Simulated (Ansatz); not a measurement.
Input for Ansatz (development build ahead of 0.2.0):

```yaml
crystal:
  periodic: [false, false, false]
  atoms:
    - { symbol: Cu, position_ang: [0.0, 0.0, -1.9] }
    - { symbol: O, position_ang: [0.0, 0.0, 0.0] }
    - { symbol: O, position_ang: [1.13017, 0.0, 0.60092] }
basis:
  gaussian: { orbitals: def2-SVP }
magnetization:
  initial_magnetization: 1
hamiltonian:
  xc: pbe0
scf:
  omitted_lower_state_checks: [starts, atomic_configurations, cluster_reference, orbital_swaps, given_window_search, neighbouring_geometries, increment]
output:
  forces: true
```

The input is written out in the form of the current development build from the run's settings.

The run gave:

| Property | Result |
| --- | --- |
| Converged | yes |
| Total energy | -1790.05971 hartree |
| Spin squared of the determinant | 0.750 |
| Stability test | minimum among restricted orbitals |

Forces (eV/Å):
```csv
atom,Fx,Fy,Fz
Cu1,0.089,0.000,0.375
O2,0.305,0.000,-0.016
O3,-0.394,0.000,-0.359
```
